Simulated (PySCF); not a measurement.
**Working out the excitation energy of Co**

Co [Ar] 3d7 4s2 (4F) → Co [Ar] 3d6 4s2 5s1 (6D). All numbers are calculated (PySCF 2.14, no relativity, point nucleus, in aug-cc-pVDZ (7s6p4d2f, 59 functions)). Frozen: [Ar]. Energies in hartree (1 hartree = 27.21139 eV):

```tsv
part	Co (lower)	Co (upper)
UHF	-1381.422775	-1381.103352
CCSD correlation	-0.221047	-0.169235
(T)	-0.006661	-0.004872
```

Q: What does Hartree-Fock give?

A: (-1381.103352) − (-1381.422775) = 0.319423 hartree = 8.692 eV.

Q: What do CCSD and CCSD(T) give?

A: The CCSD correlation energies differ by 0.051812 hartree = 1.410 eV and the triples by 0.001789 hartree = 0.049 eV, so CCSD gives 10.102 eV and CCSD(T) 10.151 eV.

The calculation is non-relativistic.

The upper state lies above the first ionisation limit, but in LS coupling its spin forbids autoionisation to the ground ion. A Rydberg-like electron needs more diffuse functions than a valence basis has.

A double-zeta basis recovers only part of the correlation energy.
